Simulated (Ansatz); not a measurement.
C$_{2}$H$_{6}$FIn (`C[CH](F)[InH2]`), relaxed with RKS PBE0-D4/def2-TZVP in Ansatz 0.2.0 from a GFN2-xTB geometry. The force threshold is 0.005 eV/Å; the program also tests the step.

The species carries charge 0 and has multiplicity 1. In takes the def2 core potential.

Start:

```xyz
10

C     0.590   -1.219    0.301
C    -0.647   -0.370    0.119
F    -1.104    0.061    1.391
In   -0.173    1.670   -0.716
H     0.398   -2.060    0.969
H     1.398   -0.616    0.724
H     0.907   -1.600   -0.671
H    -1.487   -0.934   -0.299
H     1.497    2.181   -0.747
H    -1.378    2.886   -1.071
```

```
step  energy (eV)  largest force (eV/Å)  largest move (Å)
   1  -10058.1755                 0.372             0.000
   2  -10058.2199                 0.411             0.193
   3  -10058.2444                 0.119             0.059
   4  -10058.2475                 0.083             0.030
   5  -10058.2494                 0.062             0.038
   6  -10058.2507                 0.020             0.079
   7  -10058.2512                 0.074             0.139
   8  -10058.2519                 0.038             0.028
   9  -10058.2523                 0.013             0.034
  10  -10058.2527                 0.023             0.058
  11  -10058.2529                 0.038             0.062
  12  -10058.2531                 0.033             0.029
  13  -10058.2532                 0.021             0.006
  14  -10058.2533                 0.014             0.015
  15  -10058.2533                 0.015             0.018
  16  -10058.2533                 0.015             0.021
  17  -10058.2533                 0.013             0.008
  18  -10058.2533                 0.008             0.006
  19  -10058.2534                 0.003             0.001
```

End:

```xyz
10

C     0.560   -1.243    0.252
C    -0.575   -0.258    0.236
F    -0.893    0.090    1.569
In   -0.169    1.700   -0.676
H     0.307   -2.125    0.849
H     1.474   -0.804    0.660
H     0.774   -1.578   -0.768
H    -1.477   -0.720   -0.175
H     1.402    2.375   -0.424
H    -1.402    2.563   -1.522
```

Run time 22 s (4 threads of a server CPU on a shared host); peak host memory 0.47 GiB.
